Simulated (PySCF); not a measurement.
Adding and removing an electron: TlN

PW91; Tl def2-SVPD with ECP60, N def2-SVPD; scalar-relativistic core potentials (PySCF 2.14). Neutral (UKS): triplet (π ↑↑), Re = 2.349 Å, ωe = 395 cm⁻¹, De = 2.07 eV, HOMO -4.28 eV, LUMO -3.50 eV.

TlN⁺ (UKS): quartet (σ ↑, π ↑↑), Re = 2.903 Å, ωe = 123 cm⁻¹. The energies at the minima are -227.18859 hartree for TlN and -226.92012 for TlN⁺.

(1) Work out the adiabatic ionisation energy, without and with harmonic zero-point energies (1 hartree = 27.2114 eV, 1 eV = 8065.5 cm⁻¹), and the change of the bond length.

These are scalar-relativistic numbers at best; spin–orbit coupling would shift them, the dissociation energy most. States were picked by a PBE0 search and need not be the measured ground states.

Answers

(1) At PW91: 0.26847 hartree = 7.305 eV between the minima; the zero-point term (123.0 − 395.0)/2 cm⁻¹ = -0.017 eV makes it 7.289 eV. Re changes by +55.4 pm against the neutral. The electron leaves a σ orbital, and the ion is left as a loose complex of an ion and an atom.
